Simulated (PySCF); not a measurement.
**Nuclear quadrupole coupling in `C[C@@H](C[SiH3])N[SiH2]S`**

Compound: C3H13NSSi2.
Structure used (GFN2-xTB), in Å, numbered top down from 1:
```xyz
20
C3H13NSSi2 angstrom
C     -0.749   -1.547    0.077
C     -0.190   -0.142   -0.132
C     -0.919    0.892    0.724
Si    -2.738    1.181    0.250
N      1.230   -0.097    0.161
Si     2.436   -0.416   -1.002
S      4.319   -0.144    0.000
H     -1.793   -1.591   -0.220
H     -0.184   -2.262   -0.517
H     -0.672   -1.831    1.125
H     -0.290    0.124   -1.189
H     -0.377    1.836    0.637
H     -0.847    0.591    1.772
H     -2.846    1.306   -1.205
H     -3.577    0.069    0.704
H     -3.191    2.415    0.894
H      1.416   -0.295    1.135
H      2.551   -1.766   -1.551
H      2.312    0.586   -2.055
H      4.104    1.102    0.388
```

Field gradients from the PBE0/pcSseg-1 density (PySCF, non-relativistic), principal values in atomic units, ordered |Vxx| ≤ |Vyy| ≤ |Vzz|:

```tsv
atom	Vxx	Vyy	Vzz
N5	0.3449	0.6750	-1.0199
S7	0.1444	1.8699	-2.0143
```

Problem. Find the asymmetry η = (Vxx − Vyy)/Vzz and the couplings χ = eQV/h (234.96 MHz × Q in barn × V in au), with Q(14N) = 0.02044 b, Q(33S) = −0.0678 b.

Solution. 
| atom | environment | nucleus | η | χzz (MHz) | χxx (MHz) | χyy (MHz) |
| --- | --- | --- | --- | --- | --- | --- |
| N5 | silicon-bound nitrogen | 14N | 0.32 | -4.898 | 1.657 | 3.242 |
| S7 | sulfur bonded to Si and H | 33S | 0.86 | 32.09 | -2.30 | -29.79 |

The tensor is traceless: Vxx + Vyy + Vzz = 0.

Problem. What is Vzz at N5 in SI units (1 au = 9.71736 × 10²¹ V/m²)?

Solution. -1.0199 au = -9.911 × 10²¹ V/m².

Problem. And the gradient at the other heavy atoms, for which no coupling is worked out here?

Solution. 
| atom | environment | Vzz (au) | η |
| --- | --- | --- | --- |
| C1 | methyl carbon | 0.042 | 0.22 |
| C2 | sp3 carbon bound to nitrogen | 0.217 | 0.25 |
| C3 | sp3 carbon bound to silicon | -0.067 | 0.97 |
| Si4 | SiH3 silicon | 0.058 | 0.35 |
| Si6 | SiH2 silicon | 0.556 | 0.50 |

Were the hydrogens deuterons (Q(2H) = 0.00286 b), χzz would run from 108 kHz (H18) to 277 kHz (H17).

One conformer (not necessarily the lowest) at the GFN2-xTB geometry, without solvent, vibrations or thermal averaging. GFN2-xTB bond lengths can be off by several hundredths of an ångström, more for odd bonds, and the gradients follow them. The basis is small and wasn't made for field gradients, so the couplings can be 20 % off.
